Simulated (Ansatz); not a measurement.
Cartesian coordinates (Å):
```xyz
7

N      1.0597    -0.0183     0.1071
Si    -0.6216    -0.0546    -0.0214
F     -1.0636    -1.3916    -0.7655
F     -1.2936     1.1412    -0.8409
F     -1.2620     0.0055     1.4357
H      1.6545    -0.2917    -0.6674
H      1.5265     0.6095     0.7523
```
Charge 0, spin multiplicity 1.

Computed with frozen-core CCSD(T)/def2-TZVPP // PBE-D3(BJ)/def2-TZVP run with Ansatz (a program for electronic structure).

The HF energy comes out as -643.30166 Ha and the MP2 correlation energy is -1.07264 Ha.

Q: Estimate the CCSD correlation energy, the (T) correction, the total energy and the T1 diagnostic.

A: 
| Property | Value |
|---|---|
| CCSD correlation energy | -1.08187 Ha |
| (T) correction | -0.03246 Ha |
| CCSD(T) total energy | -644.41600 Ha |
| T1 diagnostic | 0.011 |
